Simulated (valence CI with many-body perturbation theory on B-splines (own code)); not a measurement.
**E1 line list for In XLIII**

Level of theory: configuration interaction combined with many-body perturbation theory (CI+MBPT): five valence electrons over a frozen Dirac-Fock core [He], a basis of 9 s, 9 p, 8 d, 6 f, 3 g, 1 h functions for each j, with the one-electron correlation potential Σ1 (screened to all orders), the two-electron term Σ2, the three-electron term Σ3, Breit, model QED; selected single and double excitations, second order for the rest (own B-spline code, finite nucleus).

No measured spectrum was set against this ion. As an estimate, large intervals hold to a few tenths of a per cent, small ones and those within an open d or f shell to about a per cent. Among the levels kept, up to 1400 cm⁻¹ of a level comes from second order outside the variational space, and about a tenth of that is noise between levels of different J, which matters for small intervals.

Lines 1 to 50 of 250 in falling wavelength, among levels below 4308.3 eV, chosen from the strongest by gf and those to the six lowest levels. Wavelengths and rates use the calculated energies. Electric multipoles are in the length gauge, E1 and E2 with the static RPA response of the core. Weak lines are less certain than strong ones. Lines between different terms over intervals too small for the method are left out, as are lines whose strength nearly cancels. The highest levels of a list are the least certain.

Levels are named by their leading jj configuration (3d3/2^4 stands for four electrons in 3d with j = 3/2), which in mixed levels can hold well under half, so a name can repeat and another be missing. Letters in brackets count levels of one name in rising energy.

```tsv
λ vac (nm)	Upper	Lower	A (s⁻¹)	S (a.u.)
22.97	(2s^2 2p1/2 2p3/2 3p1/2) J=5/2	(2s^2 2p1/2 2p3/2 3s) J=3/2 [b]	1.78e+09	6.40e-02
22.79	(2s 2p1/2^2 2p3/2 3p1/2) J=3/2 [b]	(2s 2p1/2^2 2p3/2 3s) J=3/2 [b]	2.24e+09	5.24e-02
21.72	(2s^2 2p1/2 2p3/2 3p1/2) J=5/2	(2s^2 2p1/2 2p3/2 3s) J=5/2	2.08e+09	6.31e-02
21.60	(2s 2p1/2^2 2p3/2 3p1/2) J=3/2 [b]	(2s 2p1/2^2 2p3/2 3s) J=1/2	2.17e+09	4.31e-02
21.48	(2s^2 2p1/2^2 3p1/2) J=1/2	(2s^2 2p1/2^2 3s) J=1/2	4.76e+09	4.66e-02
20.81	(2s 2p1/2^2 2p3/2 3p1/2) J=3/2 [a]	(2s 2p1/2^2 2p3/2 3s) J=5/2	3.69e+09	6.56e-02
19.85	(2s^2 2p1/2 2p3/2 3p1/2) J=3/2 [a]	(2s^2 2p1/2 2p3/2 3s) J=3/2 [a]	2.91e+09	4.50e-02
19.37	(2s 2p1/2^2 2p3/2 3p1/2) J=5/2	(2s 2p1/2^2 2p3/2 3s) J=5/2	2.05e+09	4.42e-02
19.32	(2s^2 2p3/2^2 3p1/2) J=3/2	(2s^2 2p3/2^2 3s) J=5/2	3.48e+09	4.96e-02
19.14	(2s^2 2p3/2^2 3p1/2) J=5/2	(2s^2 2p3/2^2 3s) J=3/2	3.00e+09	6.23e-02
19.04	(2s 2p1/2^2 2p3/2 3d3/2) J=7/2	(2s 2p1/2^2 2p3/2 3p3/2) J=7/2	1.66e+09	4.52e-02
18.95	(2s^2 2p3/2^2 3p1/2) J=1/2	(2s^2 2p3/2^2 3s) J=1/2	5.51e+09	3.70e-02
18.33	(2s^2 2p3/2^2 3p1/2) J=5/2	(2s^2 2p3/2^2 3s) J=5/2	2.58e+09	4.71e-02
17.06	(2s^2 2p1/2 2p3/2 3d5/2) J=3/2 [b]	(2s^2 2p1/2 2p3/2 3p3/2) J=1/2 [b]	3.42e+09	3.36e-02
16.22	(2s 2p1/2^2 2p3/2 3d5/2) J=5/2	(2s 2p1/2^2 2p3/2 3p3/2) J=5/2 [a]	3.41e+09	4.30e-02
16.15	(2s 2p1/2^2 2p3/2 3d5/2) J=9/2	(2s 2p1/2^2 2p3/2 3p3/2) J=7/2	1.04e+10	2.17e-01
15.87	(2s^2 2p1/2 2p3/2 3p1/2) J=3/2 [b]	(2s^2 2p1/2 2p3/2 3s) J=5/2	7.06e+09	5.57e-02
15.46	(2s^2 2p1/2 2p3/2 3d3/2) J=7/2	(2s^2 2p1/2 2p3/2 3p3/2) J=5/2 [a]	2.65e+09	3.86e-02
15.26	(2s^2 2p1/2 2p3/2 3d5/2) J=9/2	(2s^2 2p1/2 2p3/2 3p3/2) J=7/2	1.14e+10	1.99e-01
15.13	(2s^2 2p1/2^2 3d5/2) J=5/2	(2s^2 2p1/2^2 3p3/2) J=3/2	1.05e+10	1.07e-01
14.84	(2s^2 2p1/2 2p3/2 3d5/2) J=5/2 [b]	(2s^2 2p1/2 2p3/2 3p3/2) J=3/2 [b]	3.86e+09	3.73e-02
14.84	(2s^2 2p1/2 2p3/2 3d5/2) J=7/2 [a]	(2s^2 2p1/2 2p3/2 3p3/2) J=5/2 [a]	8.53e+09	1.10e-01
14.70	(2s^2 2p1/2 2p3/2 3d5/2) J=7/2 [b]	(2s^2 2p1/2 2p3/2 3p3/2) J=5/2 [b]	9.75e+09	1.22e-01
14.53	(2s^2 2p1/2 2p3/2 3d3/2) J=3/2 [b]	(2s^2 2p1/2 2p3/2 3p3/2) J=1/2 [a]	5.21e+09	3.16e-02
14.30	(2s 2p1/2^2 2p3/2 3d5/2) J=5/2	(2s 2p1/2^2 2p3/2 3p3/2) J=3/2 [a]	8.79e+09	7.61e-02
14.17	(2s^2 2p1/2 2p3/2 3d5/2) J=5/2 [a]	(2s^2 2p1/2 2p3/2 3p3/2) J=3/2 [a]	7.39e+09	6.22e-02
13.95	(2s 2p1/2^2 2p3/2 3d5/2) J=3/2	(2s 2p1/2^2 2p3/2 3p3/2) J=3/2 [a]	6.38e+09	3.42e-02
12.68	(2s^2 2p3/2^2 3s) J=5/2	(2s^2 2p1/2 2p3/2 3p3/2) J=3/2 [b]	4.15e+09	2.51e-02
11.22	(2s 2p1/2^2 2p3/2 3p3/2) J=3/2 [a]	(2s 2p1/2^2 2p3/2 3s) J=3/2 [a]	2.63e+10	7.33e-02
11.03	(2s^2 2p1/2 2p3/2 3p3/2) J=3/2 [a]	(2s^2 2p1/2 2p3/2 3s) J=3/2 [b]	9.73e+09	2.58e-02
10.97	(2s^2 2p3/2^2 3p3/2) J=5/2	(2s^2 2p3/2^2 3s) J=3/2	1.42e+10	5.57e-02
10.96	(2s^2 2p1/2 2p3/2 3d3/2) J=5/2 [b]	(2s^2 2p1/2 2p3/2 3p1/2) J=3/2 [b]	8.07e+09	3.15e-02
10.70	(2s^2 2p3/2^2 3p3/2) J=5/2	(2s^2 2p3/2^2 3s) J=5/2	9.71e+09	3.52e-02
10.65	(2s^2 2p3/2^2 3p3/2) J=7/2	(2s^2 2p3/2^2 3s) J=5/2	2.44e+10	1.17e-01
10.56	(2s^2 2p3/2^2 3p3/2) J=1/2	(2s^2 2p3/2^2 3s) J=3/2	3.12e+10	3.63e-02
10.43	(2s 2p1/2^2 2p3/2 3d3/2) J=5/2	(2s 2p1/2^2 2p3/2 3p1/2) J=5/2	1.12e+10	3.76e-02
10.33	(2s 2p1/2^2 2p3/2 3p3/2) J=5/2 [b]	(2s 2p1/2^2 2p3/2 3s) J=3/2 [b]	4.49e+10	1.47e-01
10.32	(2s^2 2p1/2 2p3/2 3p3/2) J=1/2 [a]	(2s^2 2p1/2 2p3/2 3s) J=1/2	2.71e+10	2.94e-02
10.27	(2s 2p1/2^2 2p3/2 3p3/2) J=7/2	(2s 2p1/2^2 2p3/2 3s) J=5/2	4.69e+10	2.00e-01
10.27	(2s 2p1/2^2 2p3/2 3p3/2) J=5/2 [a]	(2s 2p1/2^2 2p3/2 3s) J=3/2 [a]	2.80e+10	8.98e-02
10.22	(2s^2 2p1/2 2p3/2 3p3/2) J=5/2 [a]	(2s^2 2p1/2 2p3/2 3s) J=3/2 [a]	3.72e+10	1.18e-01
10.18	(2s 2p1/2^2 2p3/2 3d3/2) J=7/2	(2s 2p1/2^2 2p3/2 3p1/2) J=5/2	1.88e+10	7.81e-02
10.17	(2s^2 2p1/2 2p3/2 3p3/2) J=7/2	(2s^2 2p1/2 2p3/2 3s) J=5/2	4.31e+10	1.79e-01
10.06	(2s 2p1/2^2 2p3/2 3d3/2) J=5/2	(2s 2p1/2^2 2p3/2 3p1/2) J=3/2 [a]	1.63e+10	4.91e-02
10.02	(2s^2 2p1/2 2p3/2 3p3/2) J=3/2 [b]	(2s^2 2p1/2 2p3/2 3s) J=3/2 [b]	1.93e+10	3.82e-02
9.932	(2s 2p1/2^2 2p3/2 3p3/2) J=1/2 [a]	(2s 2p1/2^2 2p3/2 3s) J=3/2 [a]	3.84e+10	3.71e-02
9.881	(2s^2 2p1/2 2p3/2 3p3/2) J=3/2 [a]	(2s^2 2p1/2 2p3/2 3s) J=1/2	2.03e+10	3.87e-02
9.867	(2s 2p1/2^2 2p3/2 3d3/2) J=3/2	(2s 2p1/2^2 2p3/2 3p1/2) J=3/2 [a]	2.53e+10	4.80e-02
9.853	(2s^2 2p1/2 2p3/2 3d3/2) J=3/2 [a]	(2s^2 2p1/2 2p3/2 3p1/2) J=3/2 [a]	1.37e+10	2.59e-02
9.827	(2s^2 2p1/2 2p3/2 3d3/2) J=1/2 [b]	(2s^2 2p1/2 2p3/2 3p1/2) J=3/2 [b]	2.55e+10	2.39e-02
```
